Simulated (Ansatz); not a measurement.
Kohn–Sham single points on BClH6NSi2, SMILES `BN([SiH2])[SiH2]Cl` radical.

```yaml
crystal:
  periodic: [false, false, false]
  atoms:
    - {symbol: B, position_ang: [0.604909, 1.191530, 0.969154]}
    - {symbol: N, position_ang: [0.213284, 0.025655, 0.267692]}
    - {symbol: Si, position_ang: [-0.204713, -1.422559, 1.174720]}
    - {symbol: Si, position_ang: [0.141157, 0.031544, -1.470225]}
    - {symbol: Cl, position_ang: [-1.796545, 0.268517, -2.101959]}
    - {symbol: H, position_ang: [0.878206, 2.187855, 0.363490]}
    - {symbol: H, position_ang: [0.661101, 1.164536, 2.166618]}
    - {symbol: H, position_ang: [-0.955252, -2.329647, 0.261500]}
    - {symbol: H, position_ang: [-1.020135, -1.051758, 2.361610]}
    - {symbol: H, position_ang: [0.940600, 1.156103, -1.992590]}
    - {symbol: H, position_ang: [0.602888, -1.278777, -1.979413]}
basis:
  gaussian: {orbitals: def2-TZVPP}
magnetization: {spin_polarized: true, initial_magnetization: 1}
hamiltonian: {xc: {name: CAM-B3LYP}, dispersion: d4}
output: {orbitals: {seedname: orbitals}}
```

```sh
$ ansatz run in.yaml --threads 2 --pin off --events-out ev --progress --plain --max-ram 32768MiB --backend cuda --devices 0, --max-vram 18GiB
```

Output, abridged:

```
Functional definition: CAM-B3LYP
1573 factors; their error is unknown
387 factors; integrals over basis functions are off by at most 1.4e-5 eV
mean field evaluation 1: about -30539.1749 eV, gradient 3.9e1 eV
mean field evaluation 2: about -30533.9018 eV, gradient 5.1e1 eV
mean field evaluation 4: about -30545.0270 eV, gradient 2.0e0 eV
mean field evaluation 8: about -30545.0456 eV, gradient 1.1e-1 eV
mean field evaluation 16: about -30545.0831 eV, gradient 2.9e-4 eV
mean field -30545.08314380 eV, -1122.5111013338 hartree, gradient 4.6e-5 eV, S^2 0.751918; 0 other end points of the search recorded, 0 dependent functions left out
reference -30545.08329423 eV, -1122.5111068620 hartree; 32, 31 occupied and 240, 241 virtual orbitals, 1573 factors
Total energy: -30545.38146441 eV, -1122.5220644137 hartree
```

Run time 13 s (2 threads of an AMD EPYC 7R13 on a shared host and a share of an NVIDIA H100 80 GB); peak host memory 0.89 GiB.

The same input with `hamiltonian: {xc: {name: B2PLYP}}` (abridged; 9.5 s):

```
Functional definition: B2PLYP
mean field evaluation 16: about -30527.0032 eV, gradient 4.2e-4 eV
mean field -30527.00323318 eV, -1121.8466768734 hartree, gradient 6.2e-6 eV, S^2 0.752689
17 core orbitals not correlated: weight in the atoms' cores, before any rotation towards them, 1.000 or more for the frozen orbitals, at most 0.000 for the correlated occupied ones
second order -24.04314895 eV of doubles, -0.00000000 eV of singles
Total energy: -30533.49508062 eV, -1122.0852478664 hartree
```

With the line `hamiltonian: {xc: pbe0, dispersion: d4}` (abridged; 9 s):

```
Functional definition: PBE0
mean field evaluation 16: about -30531.8740 eV, gradient 3.1e-4 eV
mean field -30531.87396175 eV, -1122.0256728468 hartree, gradient 7.3e-5 eV, S^2 0.752330
Total energy: -30532.16288902 eV, -1122.0362907281 hartree
```

The same input with `hamiltonian: {xc: r2scan, dispersion: d4}` and forces (abridged; 11 s):

```
Functional definition: r2SCAN
mean field evaluation 16: about -30541.9510 eV, gradient 1.1e-3 eV
mean field -30541.95095857 eV, -1122.3959956495 hartree, gradient 8.1e-5 eV, S^2 0.753689
Total energy: -30542.03252871 eV, -1122.3989932969 hartree
Atom 0 force     0.055363     0.161182     0.100352 eV/Å
Atom 1 force    -0.003054    -0.050095    -0.033260 eV/Å
Atom 2 force    -0.050407    -0.068334     0.038171 eV/Å
Atom 3 force     0.053513    -0.008456    -0.083494 eV/Å
Atom 4 force    -0.057462     0.009070    -0.019710 eV/Å
Atom 5 force    -0.012005    -0.030039     0.018402 eV/Å
Atom 6 force    -0.001637     0.000370    -0.036790 eV/Å
Atom 7 force     0.007916     0.010299     0.022172 eV/Å
Atom 8 force     0.014397    -0.017021    -0.023446 eV/Å
Atom 9 force    -0.008732    -0.033144     0.007436 eV/Å
Atom 10 force     0.002107     0.026169     0.010166 eV/Å
Dipole moment:     0.171221    -0.137948     0.035612 e Å
```

Changing it to `hamiltonian: {xc: {name: r2SCANh}, dispersion: d4}` (abridged; 16 s):

```
Functional definition: r2SCANh
mean field evaluation 16: about -30541.7665 eV, gradient 3.9e-3 eV
mean field -30541.76648397 eV, -1122.3892163329 hartree, gradient 2.9e-5 eV, S^2 0.753562
Total energy: -30541.85477359 eV, -1122.3924609166 hartree
```

Changing it to `hamiltonian: {xc: lda}` (abridged; 7.5 s):

```
Functional definition: SPW92
mean field evaluation 16: about -30420.7514 eV, gradient 5.5e-4 eV
mean field -30420.75135502 eV, -1117.9419923709 hartree, gradient 2.0e-5 eV, S^2 0.751177
Total energy: -30420.75140131 eV, -1117.9419940724 hartree
```
